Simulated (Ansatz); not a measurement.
Geometry optimisation, RKS PBE0-D4/def2-SVP in Ansatz.

Input file:

```yaml
crystal:
  periodic: [false, false, false]
  atoms:
    - { symbol: Ge, position_ang: [0.0, 0.0, 0.0] }
    - { symbol: O, position_ang: [0.0, 0.0, 2.12] }
    - { symbol: H, position_ang: [-0.9095, -0.2814, 2.4571] }
    - { symbol: O, position_ang: [1.6691, 0.0, -0.5894] }
    - { symbol: H, position_ang: [1.9855, -0.9521, -0.7061] }
    - { symbol: F, position_ang: [-0.7913, 1.3709, -0.5594] }
    - { symbol: O, position_ang: [-0.8337, -1.4443, -0.5894] }
    - { symbol: H, position_ang: [-1.2883, -1.91, 0.183] }
    - { symbol: Cl, position_ang: [1.3216, 1.9931, 0.7946] }
    - { symbol: H, position_ang: [0.6966, 1.0505, 1.9346] }
basis:
  gaussian: { orbitals: def2-SVP }
hamiltonian:
  xc: pbe0
  dispersion: d4
relax:
  f_tol: 0.15
  max_steps: 25
  restrain:
    - { distance: [0, 8], at: 3.42, k: 30.0 }
    - { distance: [9, 1], at: 2.21, k: 30.0 }
    - { distance: [0, 1], at: 1.77, k: 30.0 }
    - { distance: [9, 8], at: 1.37, k: 30.0 }
```

Launched with:

```bash
$ ansatz run input.yaml --threads 4 --pin off --max-ram 5120MiB --backend cpu --events-out ev --progress --plain --runs-dir out
```

Task: Where does it end, and by what steps?

Result: The forces met the threshold. The restraints hold the end off the free minimum. After 18 steps the energy has fallen by 2.323 eV (the restraints' own energy left out); H3 moved furthest, 1.03 Å. Parted: Ge1–Cl9 (2.52 → 3.43 Å).

```json
{"step": "0", "energy less start (eV)": "0.0000", "largest force component (eV/Å)": "3.957", "accepted": "yes"}
{"step": "1", "energy less start (eV)": "-0.7866", "largest force component (eV/Å)": "2.796", "accepted": "yes"}
{"step": "2", "energy less start (eV)": "-1.2236", "largest force component (eV/Å)": "4.626", "accepted": "yes"}
{"step": "3", "energy less start (eV)": "-1.7164", "largest force component (eV/Å)": "3.699", "accepted": "yes"}
{"step": "4", "energy less start (eV)": "-2.1118", "largest force component (eV/Å)": "1.034", "accepted": "yes"}
{"step": "5", "energy less start (eV)": "-2.1577", "largest force component (eV/Å)": "0.957", "accepted": "yes"}
{"step": "6", "energy less start (eV)": "-2.1419", "largest force component (eV/Å)": "1.822", "accepted": "no"}
{"step": "7", "energy less start (eV)": "-2.2086", "largest force component (eV/Å)": "0.912", "accepted": "yes"}
{"step": "8", "energy less start (eV)": "-2.2385", "largest force component (eV/Å)": "0.897", "accepted": "yes"}
{"step": "9", "energy less start (eV)": "-2.2695", "largest force component (eV/Å)": "0.914", "accepted": "yes"}
{"step": "10", "energy less start (eV)": "-2.2167", "largest force component (eV/Å)": "1.415", "accepted": "no"}
{"step": "11", "energy less start (eV)": "-2.2724", "largest force component (eV/Å)": "1.139", "accepted": "yes"}
{"step": "12", "energy less start (eV)": "-2.2854", "largest force component (eV/Å)": "1.079", "accepted": "yes"}
{"step": "13", "energy less start (eV)": "-2.2937", "largest force component (eV/Å)": "1.055", "accepted": "yes"}
{"step": "14", "energy less start (eV)": "-2.2552", "largest force component (eV/Å)": "1.681", "accepted": "no"}
{"step": "15", "energy less start (eV)": "-2.3071", "largest force component (eV/Å)": "1.052", "accepted": "yes"}
{"step": "16", "energy less start (eV)": "-2.3094", "largest force component (eV/Å)": "1.163", "accepted": "yes"}
{"step": "17", "energy less start (eV)": "-2.3160", "largest force component (eV/Å)": "1.126", "accepted": "yes"}
{"step": "18", "energy less start (eV)": "-2.3230", "largest force component (eV/Å)": "1.126", "accepted": "yes"}
```

```xyz
10
Properties=species:S:1:pos:R:3
Ge -0.114 -0.285 0.088
O -0.271 -0.173 1.841
H -0.697 0.658 2.090
O 1.536 -0.092 -0.432
H 1.824 -0.834 -0.977
F -1.128 0.950 -0.559
O -0.636 -1.851 -0.487
H -1.443 -2.166 -0.064
Cl 1.302 2.447 1.597
H 1.478 1.173 1.947
```

Run time: 47 s on 4 threads of Arm Neoverse V1 (shared host), peak memory 0.35 GiB.
